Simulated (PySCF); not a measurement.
Working out the excitation energy of Ar²⁺

Ar²⁺ [Ne] 3s2 3p4 (3P) → Ar²⁺ [Ne] 3s1 3p4 3d1 (high-spin determinant). All numbers are calculated (PySCF 2.14, no relativity, point nucleus, in aug-cc-pV(D+d)Z (5s4p3d, 32 functions)). Frozen: [Ne]. Energies in hartree (1 hartree = 27.21139 eV):

```
             part  Ar²⁺ (lower)  Ar²⁺ (upper)
              UHF   -525.291650   -524.113270
MP2 opposite-spin     -0.072209     -0.060421
    MP2 same-spin     -0.023552     -0.016811
```

Q: What does Hartree-Fock give?

A: (-524.113270) − (-525.291650) = 1.178380 hartree = 32.065 eV.

Q: What do MP2 and SCS-MP2 (6/5 opposite-spin, 1/3 same-spin) give?

A: The opposite-spin parts differ by 0.321 eV and the same-spin parts by 0.183 eV. MP2: 32.065 + (0.321) + (0.183) = 32.569 eV. SCS-MP2: 32.065 + 1.2 × (0.321) + (0.183)/3 = 32.511 eV.

One determinant mixes LS terms, so it does not stand for a single term.
